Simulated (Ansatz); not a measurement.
`[OH][Hf]([F])([Cl])[Cl]` + H₂Se → `[OH][Hf]([Cl])([Cl])[SeH]` + H–F  (ligand exchange at the Hf–F bond)

Calculated with Ansatz (gas phase, PBE0-D4/def2-TZVP geometries, no zero-point term in ΔE). CCSD(T)/CBS is the MP2 limit (def2-TZVPP, def2-QZVPP) plus CCSD(T) − MP2 in def2-TZVPP, frozen cores. This one scheme is used for every species. Functionals use def2-TZVPP. B3LYP here is the variant with VWN-RPA as its local correlation; programs differ in this. def2 core potentials past Kr. For Hf, Se outer-core shells are correlated without core-valence functions, which leaves a few kJ/mol of doubt a bond. Scalar relativity is left out up to krypton. One conformer a species, not always the lowest.

`[OH][Hf]([F])([Cl])[Cl]`:

Cartesian coordinates in Å:
```
O 0.566 -1.039 0.868
Hf -0.130 0.265 -0.306
F 0.442 -0.131 -2.068
Cl 0.669 2.384 0.297
Cl -2.473 0.225 -0.239
H 0.926 -1.704 1.447
```

H₂Se:

Cartesian coordinates in Å:
```
Se 0.280 -0.283 0.556
H -0.879 0.583 0.319
H 0.599 -0.300 -0.876
```

`[OH][Hf]([Cl])([Cl])[SeH]`:

Cartesian coordinates in Å:
```
O 0.539 -1.141 -0.851
Hf 0.344 0.479 0.092
Cl 1.972 0.679 1.759
Cl 0.519 2.313 -1.350
Se -1.997 0.438 1.165
H 0.831 -1.880 -1.377
H -2.208 -0.888 0.563
```

H–F:

Cartesian coordinates in Å:
```
F 0.166 0.279 0.326
H -0.166 -0.279 -0.326
```

| level | ΔE (kJ/mol) |
| --- | --- |
| PBE-D4 | 79.8 |
| ωB97X-V | 92.1 |
| B2PLYP | 85.1 |
| r2SCAN | 86.9 |
| B3LYP | 94.3 |
| HF/def2-QZVPP | 95.6 |
| SCS-MP2/def2-QZVPP | 74.1 |
| CCSD/CBS(def2) | 75.0 |

Question: What does CCSD(T)/CBS give? (Estimate.)

Answer: The calculation gave: +70.6 kJ/mol. The listed levels differ from it by 9.2, 21.5, 14.5, 16.3, 23.7, 25.0, 3.5, 4.4 kJ/mol.

Largest T1 diagnostic among the species: 0.015.

In def2-TZVPP, CCSD(T) changes the Hartree–Fock value by −19.9 kJ/mol (the triples alone add −4.4 kJ/mol) and MP2 by −29.8 kJ/mol. The D4 term adds −8.3 kJ/mol with B3LYP and −4.8 kJ/mol with PBE0; it sums over pairs of atoms, weighted by their polarisabilities, and B3LYP, whose exchange is more repulsive, gets the larger term. From PBE to PBE0 (25 % exact exchange), in def2-TZVPP and without D4, ΔE moves by −5.5 kJ/mol.
